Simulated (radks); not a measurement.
The carbon anion C4-, [Ne], held by a Watson sphere: a shell of charge +4 at radius R that stands for the Madelung well of a crystal (potential energy -4/R inside, -4/r outside, in hartree with lengths in bohr). Method: non-relativistic Kohn-Sham, PBE, spin-unpolarised, spherical densities, point nucleus; computed with a radial shooting solver on a logarithmic mesh with Libxc functionals. Response by self-consistent Sternheimer equations with the Hartree and adiabatic LDA kernel. The sphere does not respond.

| R (bohr) | e(1s) (eV) | e(2s) (eV) | e(2p) (eV) | <r> 2p (bohr) | sum of <r^2> (bohr^2) | X-ray form factor at sin(theta)/lambda = 0.1 1/angstrom | alpha (bohr^3) |
|---|---|---|---|---|---|---|---|
| 1.82 | -265.15 | -16.970 | -8.241 | 1.872 | 32.65 | 7.973 | 19.96 |
| 2.16 | -266.24 | -15.260 | -7.152 | 2.069 | 39.40 | 7.640 | 29.74 |
| 2.3 | -266.66 | -14.643 | -6.756 | 2.149 | 42.32 | 7.506 | 34.84 |
| 2.66 | -267.52 | -13.293 | -5.864 | 2.356 | 50.27 | 7.169 | 51.64 |
| 2.94 | -268.01 | -12.460 | -5.285 | 2.518 | 56.93 | 6.918 | 69.31 |
| 3.66 | -268.73 | -11.032 | -4.183 | 2.948 | 76.28 | 6.330 | 139.8 |
| 3.76 | -268.79 | -10.900 | -4.067 | 3.009 | 79.25 | 6.256 | 153.0 |
| 3.87 | -268.85 | -10.769 | -3.947 | 3.077 | 82.60 | 6.176 | 168.6 |
